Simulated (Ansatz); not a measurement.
Consider the ligand exchange at the Se–Al bond: `[SiH3][NH][AlH][SeH]` + `OPO` → `OP(O)[SeH]` + `[AlH2][NH][SiH3]`.

Calculated with Ansatz (gas phase, PBE0-D4/def2-TZVP geometries, no zero-point term in ΔE). CBS: MP2 limit from def2 TZ/QZ plus the TZ coupled-cluster correction, frozen cores. Functionals use def2-TZVPP. B3LYP here is the variant with VWN-RPA as its local correlation; programs differ in this. For Se outer-core shells are correlated without core-valence functions, which leaves a few kJ/mol of doubt a bond. Scalar relativity is left out up to krypton. One conformer a species, not always the lowest.

CCSD(T)/CBS gives +1.03 eV.

Problem. Another level gave +1.07 eV. Which?
A. PBE-D4/def2-TZVPP
B. MP2/def2-TZVPP
C. B3LYP-D4/def2-TZVPP
D. PBE0-D4/def2-TZVPP

Solution. B. MP2/def2-TZVPP 1.07, B3LYP-D4 0.92, PBE0-D4 0.96, PBE-D4 0.85 eV.

Largest T1 diagnostic among the species: 0.013.

From PBE to PBE0 (25 % exact exchange), in def2-TZVPP and without D4, ΔE moves by +0.10 eV. In def2-TZVPP, CCSD(T) changes the Hartree–Fock value by −0.08 eV (the triples alone add −0.04 eV) and MP2 by −0.08 eV.
